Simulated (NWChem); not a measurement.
Program: NWChem. System: CH3N2S, charge 0, spin multiplicity 2, at a geometry optimised with UPBE/def2-SVP. The structure started from a generated list of species. Its SCF solution wasn't tested for a lower state. Level: G0W0@UPBE0/def2-SVPD, RI basis def2-svpd-rifit.

Input file:

```
start mol
memory heap 200 mb stack 700 mb global 1700 mb
geometry units angstroms nocenter noautoz noautosym
  N      0.931717    -1.021474     0.755694
  C     -0.071168    -0.313266     0.278897
  N     -1.356362    -0.711635     0.469229
  S      0.324642     1.027578    -0.741781
  H      1.797306    -0.468030     0.843240
  H     -1.509105    -1.614640     0.922683
  H     -2.082942    -0.347222    -0.145264
end
basis spherical
  * library def2-svpd
end
basis "ri basis" bse spherical
  * library def2-svpd-rifit
end
dft
  xc pbe0
  odft
  mult 2
  iterations 100
  direct
  tolerances tight
end
task dft energy
gw
  states alpha occ 4 vir 2
  states beta occ 4 vir 2
end
task dft gw
```

NWChem printed:

```
             Northwest Computational Chemistry Package (NWChem) 7.3.0
             --------------------------------------------------------

                                NWChem Input Module
                                -------------------

 Scaling coordinates for geometry "geometry" by  1.889725989
 (inverse scale =  0.529177249)

                             Geometry "geometry" -> ""
                             -------------------------

 Output coordinates in angstroms (scale by  1.889725989 to convert to a.u.)

  No.       Tag          Charge          X              Y              Z
 ---- ---------------- ---------- -------------- -------------- --------------
    1 N                    7.0000     0.93171700    -1.02147400     0.75569400
    2 C                    6.0000    -0.07116800    -0.31326600     0.27889700
    3 N                    7.0000    -1.35636200    -0.71163500     0.46922900
    4 S                   16.0000     0.32464200     1.02757800    -0.74178100
    5 H                    1.0000     1.79730600    -0.46803000     0.84324000
    6 H                    1.0000    -1.50910500    -1.61464000     0.92268300
    7 H                    1.0000    -2.08294200    -0.34722200    -0.14526400

 Effective nuclear repulsion energy (a.u.)     146.8303884541

            Nuclear Dipole moment (a.u.)
            ----------------------------
        X                 Y               Z
 ---------------- ---------------- ----------------
     0.0000151178    -0.0000056692     0.0000113384


 Summary of "ao basis" -> "" (spherical)
 ------------------------------------------------------------------------------
       Tag                 Description            Shells   Functions and Types
 ---------------- ------------------------------  ------  ---------------------
 *                         def2-svpd                  on all atoms

 new library libraries.bse/

 Summary of "ri basis" -> "" (spherical)
 ------------------------------------------------------------------------------
       Tag                 Description            Shells   Functions and Types
 ---------------- ------------------------------  ------  ---------------------
 *                      def2-svpd-rifit               on all atoms

                                 NWChem DFT Module
                                 -----------------

 Summary of "ao basis" -> "ao basis" (spherical)
 ------------------------------------------------------------------------------
       Tag                 Description            Shells   Functions and Types
 ---------------- ------------------------------  ------  ---------------------
 N                         def2-svpd                 8       20   4s2p2d
 C                         def2-svpd                 8       20   4s2p2d
 S                         def2-svpd                11       27   5s4p2d
 H                         def2-svpd                 4        8   2s2p

 Summary of "ao basis" -> "ao basis" (spherical)
 ------------------------------------------------------------------------------
       Tag                 Description            Shells   Functions and Types
 ---------------- ------------------------------  ------  ---------------------
 N                         def2-svpd                 8       20   4s2p2d
 C                         def2-svpd                 8       20   4s2p2d
 S                         def2-svpd                11       27   5s4p2d
 H                         def2-svpd                 4        8   2s2p

            General Information
            -------------------
          SCF calculation type: DFT
          Wavefunction type:  spin polarized.
          No. of atoms     :     7
          No. of electrons :    39
           Alpha electrons :    20
            Beta electrons :    19
          Charge           :     0
          Spin multiplicity:     2
          Use of symmetry is: off; symmetry adaption is: off
          Maximum number of iterations: 100
          This is a Direct SCF calculation.
          AO basis - number of functions:   111
                     number of shells:    47
          Convergence on energy requested:  1.00D-06
          Convergence on density requested:  1.00D-05
          Convergence on gradient requested:  5.00D-04

              XC Information
              --------------
                         PBE0 Method XC Functional
                     Hartree-Fock (Exact) Exchange  0.250
          PerdewBurkeErnzerhof Exchange Functional  0.750
            Perdew 1991 LDA Correlation Functional  1.000 local
           PerdewBurkeErnz. Correlation Functional  1.000 non-local

             Grid Information
             ----------------
          Grid used for XC integration:  medium
          Radial quadrature: Mura-Knowles
          Angular quadrature: Lebedev.
          Tag              B.-S. Rad. Rad. Pts. Rad. Cut. Ang. Pts.
          ---              ---------- --------- --------- ---------
          N                   0.65       49          11.0       434
          C                   0.70       49          10.0       434
          S                   1.00       88          11.0       590
          H                   0.35       45          12.0       434
          Grid pruning is: on
          Number of quadrature shells:   370
          Spatial weights used:  Erf1

          Convergence Information
          -----------------------
          Convergence aids based upon iterative change in
          total energy or number of iterations.
          Levelshifting, if invoked, occurs when the
          HOMO/LUMO gap drops below (HL_TOL):  1.00D-02
[...]
    46      0.231483  3 N  py                74      0.230053  4 S  pz
    89     -0.217574  5 H  s                 50     -0.198871  3 N  pz
     3      0.195245  1 N  s                 43     -0.188301  3 N  s

 Vector   19  Occ=1.000000D+00  E=-2.576703D-01
              MO Center=  4.2D-01,  5.6D-01, -4.5D-01, r^2= 2.6D+00
   Bfn.  Coefficient  Atom+Function         Bfn.  Coefficient  Atom+Function
  ----- ------------  ---------------      ----- ------------  ---------------
    74      0.403663  4 S  pz                72      0.356953  4 S  px
    71      0.296350  4 S  pz                69      0.261308  4 S  px
     4      0.236782  1 N  s                  6      0.229838  1 N  py
    68      0.165831  4 S  pz                24     -0.164326  2 C  s
     9     -0.160448  1 N  py                 7      0.156555  1 N  pz

 Vector   20  Occ=0.000000D+00  E=-1.550453D-01
              MO Center=  4.3D-01,  3.9D-01, -1.9D-01, r^2= 3.1D+00
   Bfn.  Coefficient  Atom+Function         Bfn.  Coefficient  Atom+Function
  ----- ------------  ---------------      ----- ------------  ---------------
    72      0.398694  4 S  px                73     -0.328456  4 S  py
     7     -0.323052  1 N  pz                69      0.271983  4 S  px
    70     -0.245529  4 S  py                 4      0.239454  1 N  s
    10      0.230248  1 N  pz                66      0.155096  4 S  px
    89     -0.153800  5 H  s                 44      0.137885  3 N  s

 Vector   21  Occ=0.000000D+00  E=-4.311338D-03
              MO Center=  1.3D-01, -2.9D-01,  1.3D-01, r^2= 3.8D+00
   Bfn.  Coefficient  Atom+Function         Bfn.  Coefficient  Atom+Function
  ----- ------------  ---------------      ----- ------------  ---------------
    27      0.392915  2 C  pz                30      0.335998  2 C  pz
    26      0.324362  2 C  py                29      0.323355  2 C  py
     7      0.261125  1 N  pz                74     -0.254824  4 S  pz
    77     -0.232343  4 S  pz                10     -0.219179  1 N  pz
    89     -0.200916  5 H  s                  4      0.183528  1 N  s

 Vector   22  Occ=0.000000D+00  E= 1.729973D-02
              MO Center= -1.2D+00, -2.4D-01,  2.8D-02, r^2= 7.9D+00
   Bfn.  Coefficient  Atom+Function         Bfn.  Coefficient  Atom+Function
  ----- ------------  ---------------      ----- ------------  ---------------
    44      3.720922  3 N  s                 24     -1.509396  2 C  s
   105     -1.489140  7 H  s                 97     -1.417830  6 H  s
    65      1.389475  4 S  s                  4      1.157024  1 N  s
    89     -0.727928  5 H  s                109     -0.622845  7 H  px
   102     -0.542234  6 H  py                76     -0.461283  4 S  py

   alpha - beta orbital overlaps
   -----------------------------

   alpha      1      2      3      4      5      6      7      8      9     10
    beta      1      2      3      4      5      7      6      8      9     10
 overlap   1.000  1.000  1.000  1.000  1.000  0.894  0.917  0.977  0.996  0.996

   alpha     11     12     13     14     15     16     17     18     19     20
    beta     11     12     13     14     15     16     17     18     20     19
 overlap   0.996  0.998  0.998  0.994  0.874  0.865  0.759  0.719  0.962  0.969

   alpha     21     22     23     24     25     26     27     28     29     30
    beta     21     22     23     24     25     26     27     28     29     30
 overlap   0.991  0.998  0.996  0.995  0.987  0.987  0.990  0.974  0.985  0.959

   alpha     31     32     33     34     35     36     37     38     39     40
    beta     31     32     33     34     35     36     37     38     39     40
 overlap   0.921  0.952  0.964  0.983  0.946  0.937  0.973  0.973  0.981  0.994

   alpha     41     42     43     44     45     46     47     48     49     50
    beta     41     42     43     44     45     46     47     48     49     50
 overlap   0.996  0.998  0.998  0.987  0.984  0.990  0.997  0.993  0.980  0.984

   alpha     51     52     53     54     55     56     57     58     59     60
    beta     51     52     53     54     55     56     57     58     59     60
 overlap   0.993  0.992  0.991  0.991  0.996  0.979  0.974  0.995  0.996  0.995

   alpha     61     62     63     64     65     66     67     68     69     70
    beta     61     62     63     64     65     67     66     68     69     70
 overlap   0.995  0.989  0.985  0.997  0.994  0.774  0.756  0.886  0.834  0.925

   alpha     71     72     73     74     75     76     77     78     79     80
    beta     71     72     73     74     75     76     77     78     79     80
 overlap   0.994  0.965  0.965  0.990  0.988  0.994  0.989  0.980  0.976  0.993

   alpha     81     82     83     84     85     86     87     88     89     90
    beta     81     82     83     84     85     86     87     88     89     90
 overlap   0.993  0.999  1.000  0.999  0.998  0.998  1.000  0.999  1.000  0.999

   alpha     91     92     93     94     95     96     97     98     99    100
    beta     91     92     93     94     95     96     97     98     99    100
 overlap   0.999  0.998  0.997  0.995  0.997  0.999  0.998  1.000  0.998  0.999

   alpha    101    102    103    104    105    106    107    108    109    110
    beta    101    102    103    104    105    106    107    108    109    110
 overlap   0.999  0.997  0.993  0.993  0.997  0.999  0.999  0.998  0.994  0.994

   alpha    111
    beta    111
 overlap   1.000

     --------------------------
     Expectation value of S2:
     --------------------------
      <S2> =      0.7692 (Exact =     0.7500)

 center of mass
 --------------
 x =   0.04460515 y =   0.05988662 z =  -0.03989719

 moments of inertia (a.u.)
 ------------------
         323.903977168294         -47.863651493685          23.296818157052
         -47.863651493685         294.247785569120         152.492012013728
          23.296818157052         152.492012013728         395.545459301885

     Multipole analysis of the density
     ---------------------------------

     L   x y z        total         alpha         beta         nuclear
     -   - - -        -----         -----         ----         -------
     0   0 0 0     -0.000000    -20.000000    -19.000000     39.000000

     1   1 0 0     -0.806404     -0.935447      0.129028      0.000015
     1   0 1 0     -0.207225     -0.435290      0.228071     -0.000006
     1   0 0 1      0.179377      0.241402     -0.062036      0.000011

     2   2 0 0    -18.877773    -65.184422    -62.674104    108.980753
     2   1 1 0      2.412737    -12.161186    -13.582377     28.156300
     2   1 0 1      0.169977      5.350137      5.793193    -10.973353
     2   0 2 0    -24.393351    -70.849573    -65.243064    111.699286
     2   0 1 1     -0.152444     41.342097     38.122100    -79.616642
     2   0 0 2    -24.543423    -43.318047    -39.765013     58.539637

 Task  times  cpu:       18.9s     wall:       18.9s

                                NWChem Input Module
                                -------------------

                                 NWChem GW Module
                                 ----------------

                             ***********************
                             ***        GW       ***
                             ***********************

 Summary of "ri basis" -> "ri basis" (spherical)
 ------------------------------------------------------------------------------
       Tag                 Description            Shells   Functions and Types
 ---------------- ------------------------------  ------  ---------------------
 N                      def2-svpd-rifit             20       64   7s6p5d2f
 C                      def2-svpd-rifit             20       64   7s6p5d2f
 S                      def2-svpd-rifit             24       78   9s6p6d3f
 H                      def2-svpd-rifit              9       23   4s3p2d

                 Memory Information
                 ------------------
          Available GA per process is          1699.8 MBs
          Available stack per process is        700.0 MBs
          Available heap per process is           0.0 MBs

          Peak memory in Initialization
              Peak GA per process is                 13.3 MBs
              Peak stack per process is               0.1 MBs
              Peak heap per process is               13.5 MBs
              Memory not in MA per process            0.0 MBs

          Peak memory in AFF Calculation
              Peak GA per process is                118.5 MBs
              Peak stack per process is              97.1 MBs
              Peak heap per process is                0.0 MBs
              Memory not in MA per process           97.1 MBs

          Computing 2-center integrals
          Computing Inverse Cholesky factor
          Computing 3-center integrals
          Computing V_xc ...

          Computing Sigma_x
          Computing RPA polarizability
          Solving quasiparticle equations

                  Alpha Orbitals
          State     Energy (eV)     Error (eV)
          -----------------------------------
@GW        17        -10.255           0.003
@GW        18         -9.666           0.003
@GW        19         -9.021           0.003
@GW        20         -8.777           0.003
@GW        21          1.948           0.005
@GW        22          1.952           0.003

                   Beta Orbitals
          State     Energy (eV)     Error (eV)
          -----------------------------------
@GW        16        -13.071           0.003
@GW        17         -9.808           0.003
@GW        18         -9.097           0.003
@GW        19         -8.458           0.003
@GW        20         -1.846           0.002
@GW        21          2.044           0.002

   Applying  -1.4493 eV scissor-shift to rest of particle states

   Applying   2.2452 eV scissor-shift to rest of hole states

   Applying  -1.4467 eV scissor-shift to rest of particle states

   Applying   2.3732 eV scissor-shift to rest of hole states

     GW Timing Statistics
   ------------------------
   Init.   :          0.0s
     ERIs  :          0.6s
     Distr.:          0.0s
     Vxc   :          1.3s
   Sigma_x :          0.0s
   RPA     :          7.1s
   Wmn     :          0.1s
   Sigma_c :          0.1s
   GW total:          9.2s

 Task  times  cpu:        9.2s     wall:        9.2s

 Total times  cpu:       28.1s     wall:       28.1s
```
